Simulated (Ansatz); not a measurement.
Reaction (formal exchange of groups at a Ge–H bond): `[O]1[SiH2][GeH2]1` + `CBr` → `[CH3][GeH]1[O][SiH2]1` + HBr

Isolated molecules relaxed with PBE0-D4/def2-TZVP in Ansatz; ΔE leaves out vibrations. CCSD(T)/CBS adds triple-zeta CCSD(T) − MP2 to the extrapolated MP2 energy (def2 sets, frozen cores). Functionals use def2-TZVPP. HSE06 is defined as in plane-wave codes. For Br, Ge outer-core shells are correlated without core-valence functions, which leaves a few kJ/mol of doubt a bond. Scalar relativity is left out up to krypton.

(1) Is it downhill or uphill in electronic energy at CCSD(T)/CBS, and by how much? (Best estimate.)

(2) What do these levels give: HSE06-D4, BHLYP-D4, ωB97X-V, B2PLYP, PBE, BLYP, HSE06, BHLYP, HF/def2-SVP, HF/def2-TZVPP, CCSD(T)/def2-TZVPP, HF/CBS(def2)? (An estimate is asked.)

(3) What do rigid-rotor, harmonic-oscillator terms from PBE0-D4/def2-TZVP frequencies (298.15 K, 1 bar) make of the CCSD(T)/CBS value? (An estimate is asked.)

Largest T1 diagnostic among the species: 0.014.

## Answers

(1) The calculation gave: Downhill: ΔE = -55.6 kJ/mol.

(2) Computed: HSE06-D4 -52.5, BHLYP-D4 -50.7, ωB97X-V -50.7, B2PLYP -50.3, PBE -48.7, BLYP -44.1, HSE06 -50.3, BHLYP -47.5, HF/def2-SVP -49.0, HF/def2-TZVPP -43.3, CCSD(T)/def2-TZVPP -55.4, HF/CBS(def2) -42.8 kJ/mol.

(3) Ansatz gave: ΔZPE = -5.6 kJ/mol, ΔH = -58.0 kJ/mol, ΔS = -4 J/(mol·K), ΔG = -56.7 kJ/mol.

The D4 term adds −3.6 kJ/mol with B3LYP and −2.3 kJ/mol with PBE0; it sums over pairs of atoms, weighted by their polarisabilities, and B3LYP, whose exchange is more repulsive, gets the larger term. In def2-TZVPP, CCSD(T) changes the Hartree–Fock value by −12.1 kJ/mol (the triples alone add −0.7 kJ/mol) and MP2 by −14.9 kJ/mol.

B3LYP here is the variant with VWN-RPA as its local correlation; programs differ in this.
